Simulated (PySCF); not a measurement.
Level of theory: PBE-D3(BJ)/def2-TZVP // B3LYP-D3(BJ)/def2-SVP (PySCF). All species are isolated molecules in the gas phase. One relaxed conformer stands for a flexible species; it need not be the lowest. Delta-SCF ions had no search for a lower state. 

Reference species (SMILES): `C[C@@H]([SiH3])[C@H](C)C(F)(F)F` (Si–C–C–C torsion 66°) (neutral, multiplicity 1).

```yaml
HOMO–LUMO gap: 7.09 eV
vertical ionisation energy (Delta-SCF): 10.03 eV
LUMO: -0.14 eV
```

After one change: the HOMO–LUMO gap falls by 0.22 eV; the vertical ionisation energy (Delta-SCF) decreases by 0.04 eV; the LUMO drops by 0.17 eV.

Question: Name the change that produced these shifts. The new species is one of these.
A) `CC[C@@](C)([SiH3])C(F)(F)F` (C–C–C–Si torsion 56°)
B) `CCC[C@@H]([SiH3])C(F)(F)F` (C–C–C–C torsion 176°, C–C–C–Si torsion 59°)
C) `CC[C@@H](C[SiH3])C(F)(F)F` (C–C–C–C torsion 173°, C–C–C–Si torsion -63°)
D) `C[C@@H]([SiH3])CCC(F)(F)F` (Si–C–C–C torsion -63°, C–C–C–C torsion -176°)

Answer: D, `C[C@@H]([SiH3])CCC(F)(F)F` (Si–C–C–C torsion -63°, C–C–C–C torsion -176°)
